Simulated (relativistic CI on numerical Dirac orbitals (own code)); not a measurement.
**Tc5+ (4d2) in a crystal field**

Calculated by Dirac-Coulomb-Breit CI, orbitals from a KLI potential per configuration, a model potential for QED, valence Slater integrals scaled by 0.85, one configuration in a parametric crystal field (own radial code).

Field parameters in Wybourne normalisation: D3d B²₀ = −7Dσ, B⁴₀ = −14Dq − 21Dτ, B⁴₃ = −14√(10/7) Dq; D4h B²₀ = −7Ds, B⁴₀ = 21(Dq − Dt), B⁴₄ = 21√(5/14) Dq; Oh B⁴₀ = 21Dq, B⁴₄ = √(5/14) B⁴₀. The field is a parameter set, without covalency.

S and J are read from ⟨S²⟩ = S(S + 1) and ⟨J²⟩ = J(J + 1) of each level; they are not fictitious spins.

D3d, 10Dq = 17300, Dσ = 650, Dτ = 210 cm⁻¹, the lowest 10 levels:

| E (cm⁻¹) | Degeneracy | Irrep | S | J |
| --- | --- | --- | --- | --- |
| 0.0 | 2 | E | 1.00 | 2.67 |
| 571 | 2 | E | 1.00 | 2.85 |
| 1099 | 1 | A1 | 0.99 | 3.01 |
| 1660 | 1 | A2 | 1.00 | 3.42 |
| 3973 | 2 | E | 1.00 | 3.27 |
| 4278 | 1 | A1 | 1.00 | 3.53 |
| 10960 | 1 | A1 | 0.11 | 3.08 |
| 12820 | 2 | E | 0.09 | 3.08 |
| 15591 | 2 | E | 0.22 | 3.00 |
| 17421 | 1 | A2 | 1.00 | 3.08 |

D4h, 10Dq = 40700, Ds = -420, Dt = -180 cm⁻¹, the lowest 10 levels:

| E (cm⁻¹) | Degeneracy | Irrep | S | J |
| --- | --- | --- | --- | --- |
| 0.0 | 1 | B1 | 1.00 | 2.68 |
| 44.4 | 1 | B2 | 1.00 | 2.72 |
| 198 | 2 | E | 1.00 | 2.74 |
| 212 | 1 | A1 | 1.00 | 2.69 |
| 1535 | 1 | A2 | 1.00 | 3.38 |
| 1716 | 2 | E | 1.00 | 3.37 |
| 2294 | 1 | A1 | 1.00 | 3.66 |
| 12591 | 2 | E | 0.02 | 3.15 |
| 12617 | 1 | A1 | 0.02 | 3.20 |
| 12957 | 1 | B2 | 0.02 | 3.15 |

D3d, 10Dq = 42350, Dσ = 730, Dτ = 390 cm⁻¹, the lowest 10 levels:

```csv
E (cm⁻¹),Degeneracy,Irrep,S,J
0.0,2,E,1.00,2.71
604,2,E,1.00,2.95
1140,1,A1,0.99,3.16
1477,1,A2,1.00,3.37
5538,2,E,1.00,3.16
5649,1,A1,0.99,3.29
9992,1,A1,0.03,3.16
12645,2,E,0.02,3.19
17309,2,E,0.01,3.16
30834,1,A1,0.01,2.85
```

Oh, 10Dq = 17850 cm⁻¹, the lowest 16 levels:

```tsv
E (cm⁻¹)	Degeneracy	Irrep	S	J
0.0	2	E	0.99	2.60
131	3	T2	1.00	2.72
1778	3	T1	1.00	3.44
2552	1	A1	1.00	3.78
12575	3	T2	0.17	3.00
13207	2	E	0.04	3.10
16837	1	A2	1.00	3.00
17490	3	T2	0.94	3.03
17755	3	T1	1.00	3.46
17841	2	E	1.00	3.55
25672	1	A1	0.55	2.54
27587	3	T1	1.00	1.40
27920	1	A1	0.69	2.28
28341	3	T2	0.93	2.30
28640	2	E	0.99	2.15
31017	3	T2	0.26	3.17
```

Oh, 10Dq = 34100 cm⁻¹, the lowest 10 levels:

```csv
E (cm⁻¹),Degeneracy,Irrep,S,J
0.0,2,E,1.00,2.67
60.3,3,T2,1.00,2.73
1581,3,T1,1.00,3.39
2245,1,A1,1.00,3.69
12652,3,T2,0.02,3.12
12846,2,E,0.02,3.19
27917,1,A1,0.02,2.94
32559,1,A2,1.00,3.00
32890,3,T2,1.00,3.08
33434,3,T1,1.00,3.42
```

The free-ion ground term has S = 1. Every field shown keeps that spin.

Levels of this model without a field, named by their leading LS term: 3F_2 0, 3F_3 2039, 3F_4 4318, 1D_2 12547, 3P_0 13344, 3P_1 14197, 3P_2 16382, 1G_4 19053 cm⁻¹.
